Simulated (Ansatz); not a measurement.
Gas-phase electronic energies from Ansatz, PBE0-D4/def2-TZVP geometries. CCSD(T)/CBS is the MP2 limit (def2-TZVPP, def2-QZVPP) plus CCSD(T) − MP2 in def2-TZVPP, frozen cores. This one scheme is used for every species. Functionals use def2-TZVPP. One conformer a species, not always the lowest.

`CCBO[SiH3]` + H₂S → `[SiH3]S` + `CCBO`  (ligand exchange at the Si–O bond)

`CCBO[SiH3]`:

Cartesian coordinates in Å:
```
C -1.633 -1.847 0.193
C -0.491 -1.160 -0.547
B -0.095 0.253 -0.008
O 1.159 0.730 -0.207
Si 1.871 2.170 0.178
H -1.922 -2.786 -0.283
H -2.519 -1.208 0.233
H -1.356 -2.076 1.226
H -0.786 -0.992 -1.596
H 0.393 -1.803 -0.606
H -0.894 0.959 0.563
H 0.910 3.051 0.891
H 2.320 2.819 -1.078
H 3.044 1.891 1.042
```

H₂S:

Cartesian coordinates in Å:
```
S -0.218 0.551 -0.181
H -0.661 -0.709 -0.302
H 0.879 0.158 0.484
```

`[SiH3]S`:

Cartesian coordinates in Å:
```
Si -0.201 -0.187 -0.451
S -0.225 0.722 1.483
H 0.601 0.605 -1.418
H -1.621 -0.215 -0.875
H 0.341 -1.568 -0.399
H 1.104 0.643 1.660
```

`CCBO`:

```xyz
11

C     0.646    1.109    0.667
C     0.326    0.080   -0.416
B    -1.013   -0.705   -0.182
O    -1.162   -2.025   -0.448
H     0.820    0.629    1.634
H     1.539    1.691    0.425
H    -0.182    1.809    0.799
H     1.176   -0.599   -0.562
H     0.202    0.604   -1.376
H    -1.998   -0.154    0.229
H    -0.355   -2.439   -0.769
```

```csv
level,ΔE (kcal/mol)
revPBE-D4,3.5
r2SCANh-D4,6.2
PBE-QIDH,5.9
CAM-B3LYP,8.6
```

Problem. What does CCSD(T)/CBS give? (An estimate is asked.)

Solution. The calculation gave: +7.3 kcal/mol. The listed levels differ from it by -3.8, -1.1, -1.4, 1.3 kcal/mol.

Problem. What do rigid-rotor, harmonic-oscillator terms from PBE0-D4/def2-TZVP frequencies (298.15 K, 1 bar) make of the CCSD(T)/CBS value? (Best estimate.)

Solution. Computed: ΔZPE = +2.5 kcal/mol, ΔH = +9.1 kcal/mol, ΔS = 3 J/(mol·K), ΔG = +8.9 kcal/mol. Modes under 50 cm⁻¹ make the entropy rough.

Largest T1 diagnostic among the species: 0.011.

Leaving LDA and LC-ωPBE aside and taking each functional with its dispersion term where it has one, the values, not all of them listed here, spread over 5.7 kcal/mol, from PBE-D4 to BHLYP-D4. LDA lies +1.0 kcal/mol from PBE without D4. From BLYP to BHLYP (50 % exact exchange), in def2-TZVPP and without D4, ΔE moves by +2.3 kcal/mol. In def2-TZVPP, CCSD(T) changes the Hartree–Fock value by −3.4 kcal/mol (the triples alone add −0.6 kcal/mol) and MP2 by −3.8 kcal/mol.
